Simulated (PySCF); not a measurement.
methylammonium (CH6N), SMILES [NH3+]C, charge +1. Atoms are numbered in the order given.

```xyz
8

C      0.0000     0.0000    -0.7984
N      0.0000     0.0000     0.7093
H      0.0000    -1.0331    -1.1395
H      0.8947     0.5166    -1.1395
H     -0.8947     0.5166    -1.1395
H     -0.8254    -0.4766     1.0813
H      0.0000     0.9531     1.0813
H      0.8254    -0.4766     1.0813
```
Charge +1, spin multiplicity 1.

Geometry optimised at ωB97X-D3(BJ)/def2-TZVP.

Method: M06-2X/def2-TZVPD (PySCF).

Symmetry labels are those of the subgroup Cs that the program uses (full group C3v).

Computed valence orbital energies around the gap with their symmetry:
```
orbital  symmetry  energy (eV)
-------  --------  -----------
HOMO−7         A'      -293.90
HOMO−6         A'       -36.24
HOMO−5         A'       -27.95
HOMO−4         A'       -23.98
HOMO−3         A"       -23.98
HOMO−2         A'       -21.08
HOMO−1         A"       -18.83
HOMO           A'       -18.83
LUMO           A'        -5.08
LUMO+1         A'        -3.44
LUMO+2         A"        -3.20
LUMO+3         A'        -3.20
```
